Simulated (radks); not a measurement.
Q: All-electron atom: the cobalt ion Co2+ in [Ar] 3d7 (the NIST ground configuration). Calculated with a radial shooting solver on a logarithmic mesh with Libxc functionals: non-relativistic Kohn-Sham, BP86, spin-polarised, spherical densities, point nucleus; open shells are filled with parallel spins first. Some entries of the table are withheld. Estimate them.

orbital,occ.,eigenvalue (eV),<r^2> (bohr^2),<1/r> (bohr^-1)
1s down,1,-7537.266,0.004340,26.52
1s up,1,-7537.260,0.004340,26.52
2s up,1,-902.3775,0.07900,5.704
2s down,1,-900.8063,0.07882,5.711
2p up,3,-785.7970,0.06286,(1)
2p down,3,-784.6275,0.06268,(2)
3s up,1,-120.1879,0.7076,(3)
3s down,1,-116.9515,0.7119,(4)
3p up,3,-85.4069,0.7910,1.679
3p down,3,-82.2245,0.7992,1.671
3d up,5,-28.5370,1.300,1.327
3d down,2,-25.5884,1.400,1.301

A: 
(1) 2p up <1/r> (bohr^-1): 5.661
(2) 2p down <1/r> (bohr^-1): 5.667
(3) 3s up <1/r> (bohr^-1): 1.805
(4) 3s down <1/r> (bohr^-1): 1.798
